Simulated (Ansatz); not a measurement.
Relaxation of a periodic cell of 17 atoms, Na16H (host Na, host structure bcc, interstitial H), to a largest force component of 0.03 eV/Å in at most 60 steps.

Computed with DFT PBE, scalar-relativistic, plane waves, PAW in Ansatz 0.2.0. Settings: cutoff 420 eV, k mesh 2x2x2, gaussian smearing 0.15 eV, no spin polarisation.

```xyz
17
Lattice="8.4600 0.0000 0.0000 0.0000 8.4600 0.0000 0.0000 0.0000 8.4600" Properties=species:S:1:pos:R:3
Na 0.000 0.000 0.000
Na 4.230 0.000 0.000
Na 0.000 4.230 0.000
Na 0.000 0.000 4.230
Na 2.115 2.115 2.115
Na 4.230 4.230 0.000
Na 4.230 0.000 4.230
Na 6.345 2.115 2.115
Na 0.000 4.230 4.230
Na 2.115 6.345 2.115
Na 2.115 2.115 6.345
Na 4.230 4.230 4.230
Na 6.345 6.345 2.115
Na 6.345 2.115 6.345
Na 2.115 6.345 6.345
Na 6.345 6.345 6.345
H 6.352 -0.034 7.363
```

Task: Where does it end, and by what steps?

Result: The run converged. The force dipped under the threshold on the way, but the program's further checks kept it going. Limits of this set-up: coarse k mesh, odd electron count without spin. After 5 steps the energy has fallen by 0.035 eV; Na13 moved furthest, 0.18 Å.

```csv
step,energy less start (eV),largest force component (eV/Å),accepted
0,0.0000,0.104,yes
1,-0.0141,0.072,yes
2,-0.0264,0.025,yes
3,-0.0283,0.014,yes
4,-0.0343,0.021,yes
5,-0.0353,0.011,yes
```

```xyz
17
Lattice="8.4600 0.0000 0.0000 0.0000 8.4600 0.0000 0.0000 0.0000 8.4600" Properties=species:S:1:pos:R:3
Na -0.146 -0.005 0.043
Na 4.376 -0.005 0.044
Na -0.093 4.228 -0.048
Na 0.088 -0.003 4.079
Na 2.115 2.200 2.012
Na 4.324 4.228 -0.048
Na 4.143 -0.003 4.079
Na 6.346 2.204 2.270
Na 0.104 4.229 4.323
Na 2.115 6.255 2.011
Na 2.115 2.017 6.396
Na 4.127 4.229 4.323
Na 6.346 6.252 2.271
Na 6.346 1.986 6.289
Na 2.115 6.439 6.397
Na 6.346 6.475 6.293
H 6.344 0.000 7.388
```

Time of the run: 36 s on 2 threads of Intel(R) Xeon(R) Platinum 8375C CPU @ 2.90GHz (Ice Lake), with other jobs on the host, peak memory 1 GiB.
